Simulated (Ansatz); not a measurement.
Geometry optimisation, Ansatz 0.2.0, RKS PBE/def2-SVP.

Input:

```yaml
crystal:
  periodic: [false, false, false]
  atoms:
    - { symbol: Ge, position_ang: [-0.490107, 0.0, -0.435468] }
    - { symbol: H, position_ang: [0.194118, 0.0, 2.245045] }
    - { symbol: H, position_ang: [0.791673, 0.0, 0.423561] }
    - { symbol: H, position_ang: [-0.580802, 1.275302, -1.310013] }
    - { symbol: H, position_ang: [-0.580802, -1.275302, -1.310013] }
    - { symbol: Cl, position_ang: [-2.285097, 0.0, 0.849747] }
    - { symbol: H, position_ang: [-0.419083, 0.0, 2.625541] }
basis:
  gaussian: { orbitals: def2-SVP }
hamiltonian:
  xc: pbe
relax:
  f_tol: 0.03
  max_steps: 50
output:
  orbitals: {}
```

Command:

```bash
$ ansatz run input.yaml --threads 1 --pin off --max-ram 2048MiB --backend cpu --events-out ev --progress --plain --runs-dir out
```

Question: Where does it end, and by what steps?

Answer: It converged. The force dipped under the threshold on the way, but the program's further checks kept it going. After 11 steps the energy has fallen by 0.271 eV; H2 moved furthest, 1.18 Å.

```csv
step,energy less start (eV),largest force component (eV/Å),accepted
0,0.0000,1.706,yes
1,-0.1507,0.252,yes
2,-0.2053,0.213,yes
3,-0.2378,0.146,yes
4,-0.2543,0.080,yes
5,-0.2635,0.141,yes
6,-0.2691,0.036,yes
7,-0.2693,0.036,yes
8,-0.2693,0.035,yes
9,-0.2697,0.172,yes
10,-0.2706,0.009,yes
11,-0.2708,0.021,yes
```

```xyz
7
Properties=species:S:1:pos:R:3
Ge -0.542 0.000 -0.761
H 0.279 0.000 3.420
H 0.763 0.000 0.070
H -0.675 1.279 -1.621
H -0.675 -1.279 -1.621
Cl -2.200 0.000 0.664
H -0.320 0.000 2.938
```

Whether the end is a true minimum wasn't checked by a vibrational analysis.

Time of the run: 22 s on 1 thread of Arm Neoverse V1, on a shared host, peak memory 0.13 GiB.
